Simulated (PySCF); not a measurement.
## Br(2+) (bromine, charge +2) across methods

[Ar] 3d10 4s1 4p4, high-spin 4P determinant (an excited configuration). Calculation: PySCF 2.14, in aug-cc-pVQZ-DK (8s7p5d3f2g, 93 functions); scalar relativity by spin-free X2C-1e.

```
 method  E (hartree)  mean ε 4s α (eV)  mean ε 4p α (eV)  mean ε 4p β (eV)  Σ⟨r²⟩ (bohr²)   ⟨S²⟩
 r2SCAN    -2604.495           -45.224           -30.787           -27.344          25.61  3.754
    PBE    -2604.162           -43.973           -30.140           -27.259          25.67  3.752
wB97X-V    -2604.288           -49.394           -34.156           -30.798          25.71  3.752
   PBE0    -2604.218           -46.749           -31.832           -28.280          25.66  3.753
 revPBE    -2604.353           -43.956           -30.131           -27.193          25.66  3.753
    LDA    -2600.749           -44.058           -30.197           -27.406          25.65  3.752
  wB97X    -2604.558           -49.363           -34.166           -30.773          25.60  3.752
    UHF  -2602.79776           -54.191           -36.110           -29.929          25.94  3.757
LC-wPBE    -2604.200           -50.043           -34.781           -31.250          25.61  3.752
```
